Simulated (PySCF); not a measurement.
## Radial density of O⁺ (oxygen, charge +1)

PBE, [He] 2s2 2p3, high-spin 4S determinant. Calculation: PySCF 2.14, in aug-cc-pVDZ (4s3p2d, 23 functions); the non-relativistic Hamiltonian (point nucleus).

```json
{"r (bohr)": "0.00418", "4πr²ρ (e/bohr)": "0.06407", "4πr²(ρα − ρβ)": "0.0001"}
{"r (bohr)": "0.00704", "4πr²ρ (e/bohr)": "0.1740", "4πr²(ρα − ρβ)": "0.0002"}
{"r (bohr)": "0.0118", "4πr²ρ (e/bohr)": "0.4543", "4πr²(ρα − ρβ)": "0.0005"}
{"r (bohr)": "0.0199", "4πr²ρ (e/bohr)": "1.132", "4πr²(ρα − ρβ)": "0.0013"}
{"r (bohr)": "0.0335", "4πr²ρ (e/bohr)": "2.578", "4πr²(ρα − ρβ)": "0.0033"}
{"r (bohr)": "0.0563", "4πr²ρ (e/bohr)": "5.088", "4πr²(ρα − ρβ)": "0.0095"}
{"r (bohr)": "0.0947", "4πr²ρ (e/bohr)": "7.863", "4πr²(ρα − ρβ)": "0.0350"}
{"r (bohr)": "0.159", "4πr²ρ (e/bohr)": "8.199", "4πr²(ρα − ρβ)": "0.1633"}
{"r (bohr)": "0.268", "4πr²ρ (e/bohr)": "4.872", "4πr²(ρα − ρβ)": "0.6413"}
{"r (bohr)": "0.451", "4πr²ρ (e/bohr)": "3.049", "4πr²(ρα − ρβ)": "1.6827"}
{"r (bohr)": "0.758", "4πr²ρ (e/bohr)": "4.441", "4πr²(ρα − ρβ)": "2.5965"}
{"r (bohr)": "1.28", "4πr²ρ (e/bohr)": "2.982", "4πr²(ρα − ρβ)": "1.6868"}
{"r (bohr)": "2.15", "4πr²ρ (e/bohr)": "0.5113", "4πr²(ρα − ρβ)": "0.2987"}
{"r (bohr)": "3.61", "4πr²ρ (e/bohr)": "0.01732", "4πr²(ρα − ρβ)": "0.0142"}
```
